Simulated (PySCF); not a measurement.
Spinor energies of Au²⁺ (gold, charge +2)

Start: [Xe] 4f14 5d9; 5d3/2 filled at m_j = -3/2, -1/2, +1/2, +3/2; 5d5/2 filled at m_j = -3/2, -1/2, +1/2, +3/2, +5/2. Calculated with PySCF 2.14 in x2c-TZVPPall-2c (11s11p10d3f1g, 124 functions): generalised Hartree-Fock with the X2C-1e Hamiltonian and a Gaussian nucleus; one run each with spin-orbit coupling (SO) switched off, then screened by Boettger's factors.

| spinor shell | electrons | ε, spin-free (eV) | ε, screened SO (eV) | weight of nominal j (screened SO) | rms radius, screened SO (bohr) |
| --- | --- | --- | --- | --- | --- |
| 1s1/2 | 2 | -81199.3 | -81168.1 | 1.000 | 0.0190 |
| 2s1/2 | 2 | -14497.6 | -14487.8 | 1.000 | 0.0768 |
| 2p1/2 | 2 | -12548.5 | -13870.4 | 1.000 | 0.0651 |
| 2p3/2 | 4 | -12548.5 | -12029.2 | 1.000 | 0.0731 |
| 3s1/2 | 2 | -3507.6 | -3504.4 | 1.000 | 0.196 |
| 3p1/2 | 2 | -2933.3 | -3227.7 | 1.000 | 0.188 |
| 3p3/2 | 4 | -2933.3 | -2815.3 | 1.000 | 0.204 |
| 3d3/2 | 4 | -2309.9 | -2361.4 | 1.000 | 0.179 |
| 3d5/2 | 6 | -2309.9 | -2273.1 | 1.000 | 0.183 |
| 4s1/2 | 2 | -815.30 | -814.30 | 1.000 | 0.432 |
| 4p1/2 | 2 | -623.76 | -695.24 | 1.000 | 0.437 |
| 4p3/2 | 4 | -623.76 | -594.90 | 1.000 | 0.471 |
| 4d3/2 | 4 | -388.60 | -399.82 | 1.000 | 0.485 |
| 4d5/2 | 6 | -388.60 | -380.39 | 1.000 | 0.496 |
| 5s1/2 | 2 | -149.27 | -149.08 | 1.000 | 0.998 |
| 4f5/2 | 6 | -125.62 | -127.43 | 0.999 | 0.543 |
| 4f7/2 | 8 | -125.62 | -123.49 | 0.999 | 0.547 |
| 5p1/2 | 2 | -96.017 | -108.86 | 0.999 | 1.08 |
| 5p3/2 | 4 | -96.017 | -90.772 | 0.999 | 1.18 |
| 5d3/2 | 4 | -33.577 | -34.817 | 0.970 | 1.57 |
| 5d5/2 | 5 | -33.577 | -32.652 | 0.976 | 1.63 |

| quantity | spin-free | screened SO |
| --- | --- | --- |
| E (hartree) | -18996.41016 | -19025.87129 |
| M_J | 5/2 | 5/2 |
| ⟨J²⟩ | 8.799 | 8.818 |
| ⟨L²⟩ | 6.039 | 6.214 |
| ⟨S²⟩ | 0.760 | 0.933 |

Each row is a mean over spinors that exchange with the open shell spreads, by up to 4.676 eV (5p3/2).

⟨J²⟩ departs a little from M_J(M_J + 1) because the unrestricted spinors polarise the closed shells.

Breit and QED terms are absent; they matter most for the inner s and p1/2 levels.

Densities and radii are taken from the X2C orbitals without a picture-change correction, which distorts them close to the nucleus.

Without spin-orbit coupling the j labels of p, d and f shells carry no meaning; the spin-free column gives the mean over the occupied spinors of each nl shell.
